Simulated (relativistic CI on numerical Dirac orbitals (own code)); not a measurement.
## Line list: Electric-dipole lines, Ni XIX

Computed by Dirac-Coulomb-Breit CI, orbitals from a KLI potential per configuration, model QED (radiative potential, 1s self-energy scaled to tabulated hydrogen-like ionisation energies), unscaled Slater integrals (own radial code, finite nucleus).

CI space (outside the closed core 1s2): 2s²2p⁶, 2s²2p⁵3s, 2s²2p⁵3p, 2s²2p⁵3d, 2s2p⁶3s, 2s2p⁶3p, 2s2p⁶3d, 2s²2p⁵4s, 2s²2p⁵4p, 2s²2p⁵4d, 2s²2p⁵4f, 2s2p⁶4s, 2s²2p⁵5s, 2s²2p⁴3s², 2s²2p⁵5p, 2s2p⁶4p, 2s²2p⁵5d, 2s²2p⁵5f, 2s²2p⁵5g, 2s²2p⁴3s3p, 2s2p⁶4d, 2s2p⁶4f, 2s²2p⁴3p², 2s²2p⁴3s3d, 2s²2p⁴3p3d, 2s2p⁵3s², 2s2p⁵3s3p, 2s2p⁶5s, 2s²2p⁴3d², 2s2p⁶5p, 2s2p⁶5d, 2s2p⁶5f, 2s2p⁶5g, 2s2p⁵3p², 2s2p⁵3s3d, 2s2p⁵3p3d. Levels of other configurations are missing.

```csv
λ vac (Å),Lower,Upper,A (s⁻¹),gf,Branching (%)
12.424,2s²2p⁶ ¹S0 [1],2s²2p⁵3d ¹P°1 [27],3.43e+13,2.38e+00,99.9
41.123,2s²2p⁵3p ³D3 [8],2s²2p⁵4d ³F°4 [52],8.90e+11,2.03e+00,99.6
47.345,2s²2p⁵3d ³P°2 [19],2s²2p⁵4f ³F3 [64],1.35e+12,3.19e+00,67.7
47.426,2s²2p⁵3d ³F°4 [18],2s²2p⁵4f ³G5 [62],1.95e+12,7.24e+00,100.0
47.464,2s2p⁶3d ³D3 [36],2s2p⁶4f ³F°4 [138],1.92e+12,5.84e+00,90.2
47.502,2s²2p⁵3d ³F°2 [24],2s²2p⁵4f ³G3 [72],1.82e+12,4.30e+00,93.0
47.577,2s²2p⁵3d ³F°3 [20],2s²2p⁵4f ¹G4 [61],1.73e+12,5.27e+00,88.7
47.639,2s²2p⁵3d ³D°2 [25],2s²2p⁵4f ³D3 [75],1.82e+12,4.33e+00,90.6
47.794,2s²2p⁵3d ¹F°3 [26],2s²2p⁵4f ³G4 [73],1.93e+12,5.94e+00,99.1
47.836,2s²2p⁵3d ¹D°2 [21],2s²2p⁵4f ¹F3 [66],1.60e+12,3.85e+00,82.0
48.063,2s²2p⁵3d ³D°3 [22],2s²2p⁵4f ³F4 [67],1.62e+12,5.05e+00,83.3
48.471,2s2p⁶3d ¹D2 [37],2s2p⁶4f ¹F°3 [139],1.88e+12,4.63e+00,89.1
111.24,2s²2p⁵4f ¹G4 [61],2s²2p⁵5g ¹H°5 [106],5.45e+11,1.11e+01,97.6
111.26,2s²2p⁵4f ³G5 [62],2s²2p⁵5g ³H°6 [107],5.58e+11,1.35e+01,99.9
111.36,2s²2p⁵4f ³G3 [72],2s²2p⁵5g ³H°4 [130],5.36e+11,8.97e+00,96.0
111.48,2s²2p⁵4f ³G4 [73],2s²2p⁵5g ³H°5 [131],5.57e+11,1.14e+01,99.9
111.69,2s²2p⁵4f ³F3 [64],2s²2p⁵5g ³F°4 [109],4.41e+11,7.42e+00,79.4
111.71,2s²2p⁵4f ³D3 [75],2s²2p⁵5g ³F°4 [129],5.15e+11,8.66e+00,92.8
111.73,2s²2p⁵4f ¹F3 [66],2s²2p⁵5g ¹G°4 [110],4.85e+11,8.17e+00,86.9
111.81,2s²2p⁵4f ³F4 [67],2s²2p⁵5g ³G°5 [111],5.12e+11,1.06e+01,91.8
```

Terms are leading LS components. Brackets give the number of a level in order of energy, since labels repeat. The list gives strong lines, with weight on those to low levels, without lines whose two gauges differ by over a factor of 2.5, among the lowest 157 of 838 levels, so that lines to higher ones, which can be the strongest, are missing. Levels whose partners in the same complex of configurations lie outside the list can be far off, and so can their lines. Rates are taken at the computed energies, electric ones in the length gauge.

At this charge energies of transitions that change n are usually good to better than 1 %, and those within a shell (Δn = 0) to a few per cent.

Q: From the table, what is the radiative lifetime of 2s²2p⁵3d ¹P°1?

A: The listed rates from this level add up to about 3.43e+13 s⁻¹, 100 % of its decay; with all channels τ = 2.92e-14 s.

LS names give the leading component of a level, which can be under half, so a name can repeat, a term be missing and a line seem to break the LS rules.
